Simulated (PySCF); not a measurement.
Compound: C8H11P.
Geometry (PBE0-D3(BJ)/def2-SVP, Å), atoms numbered from 1 in this order:
```
atom  x, y, z in Å
C1     2.957   -0.274   -2.449
C2     2.759    0.575   -1.229
C3     1.621    1.114   -0.853
P4     0.235    1.923   -0.496
C5    -0.629    0.744    0.578
C6    -1.809    1.041    1.156
C7    -2.295   -0.067    2.043
C8    -1.392   -1.251    1.651
C9    -0.149   -0.622    0.999
H10    3.307   -1.281   -2.168
H11    2.026   -0.373   -3.023
H12    3.728    0.164   -3.103
H13    3.645    0.750   -0.598
H14   -2.337    1.991    1.035
H15   -2.169    0.219    3.105
H16   -3.369   -0.282    1.914
H17   -1.916   -1.873    0.909
H18   -1.147   -1.903    2.502
H19    0.692   -0.513    1.708
H20    0.241   -1.208    0.152
```

All values: PBE0/pcSseg-1 (PySCF, non-relativistic), on one gas-phase PBE0-D3(BJ)/def2-SVP geometry that isn't relaxed in the solvent. The solvent is an IEF-PCM continuum (cavity from Bondi-type radii × 1.2). Only the electrostatic response of the medium enters.

Gas phase at PBE0/pcSseg-1: HOMO -6.39 eV, LUMO -1.32 eV, dipole 1.81 D.

Question: What does the continuum do to the energy, the frontier levels and the dipole at PBE0/pcSseg-1 in chloroform and acetone?

Answer: 
| solvent | ε | E(solvent) − E(gas) (kJ/mol) | polarisation term (kJ/mol) | distortion of the solute (kJ/mol) | HOMO (eV) | LUMO (eV) | dipole (D) |
| --- | --- | --- | --- | --- | --- | --- | --- |
| chloroform | 4.711 | -8.95 | -10.30 | 1.35 | -6.44 | -1.38 | 2.31 |
| acetone | 20.49 | -12.13 | -14.69 | 2.56 | -6.47 | -1.43 | 2.50 |

The polarisation term is half the interaction of the solute with the surface charges that it induces; the rest is the cost of distorting the solute's density. The sum is the electrostatic part of solvation alone. From chloroform to acetone the lowering changes by a factor 1.36, Onsager's factor (ε − 1)/(2ε + 1) by 1.30 and ε itself by 4.3.

Question: Which radius a makes the point-dipole formula ΔE = −[(ε − 1)/(2ε + 1)]·μ²/a³ give the value in acetone, with the gas-phase dipole?

Answer: μ = 0.710 au and |ΔE| = 0.00462 Eh give a = 1.96 Å; the farthest nucleus lies 4.83 Å from the centroid of the nuclei, so such a sphere wouldn't even hold the nuclei. The formula assumes a rigid point dipole at the centre of a sphere.

Question: Give the dipole vector in the frame of the coordinates (D, pointing from negative to positive charge), gas and acetone.

Answer: Gas (0.36, -1.71, 0.46), solvent (0.58, -2.35, 0.64). Its length changes by +39 % and its direction by 2°.

Question: Which Mulliken charges (PBE0/pcSseg-1) respond most in acetone (means over atoms taken as equivalent)?

Answer: 
| atoms | environment | gas (e) | solvent (e) | change |
| --- | --- | --- | --- | --- |
| P4 | phosphorus bonded to 2 C | +0.462 | +0.404 | -0.058 |
| H13 | hydrogen on carbon | +0.147 | +0.167 | +0.020 |
| C3 | central carbon of cumulated double bonds | -0.312 | -0.327 | -0.015 |
| H14 | vinylic hydrogen | +0.092 | +0.105 | +0.013 |
| C5 | fully substituted alkene carbon | -0.474 | -0.484 | -0.010 |
| H10/H11/H12 | methyl hydrogen | +0.131 | +0.141 | +0.010 |
| H15/H16 | methylene hydrogen | +0.136 | +0.145 | +0.009 |
| C1 | methyl carbon | -0.246 | -0.255 | -0.009 |
| H17/H18 | methylene hydrogen | +0.125 | +0.132 | +0.007 |
| C6 | alkene CH carbon | -0.088 | -0.094 | -0.006 |
| H19/H20 | methylene hydrogen | +0.136 | +0.141 | +0.005 |
| C2 | outer carbon of cumulated double bonds | -0.227 | -0.222 | +0.005 |

Question: Which Mayer bond orders change most in acetone?

Answer: 
```csv
bond,length (Å),gas,solvent,change
C2–C3,1.314,1.846,1.836,-0.010
C3–P4,1.644,1.784,1.776,-0.008
C5–C6,1.347,1.783,1.777,-0.006
C1–H10,1.103,0.950,0.945,-0.005
C1–C2,1.499,1.055,1.059,+0.004
C1–H12,1.102,0.950,0.946,-0.004
C2–H13,1.102,0.919,0.915,-0.004
P4–C5,1.813,0.947,0.950,+0.003
```

Hardware: one thread of an Arm Neoverse V1 (shared host). Cost: 44 s of wall time, 1.2 GiB resident at most. This is the whole shielding run at PBE0/pcSseg-1 in acetone, SCF included.
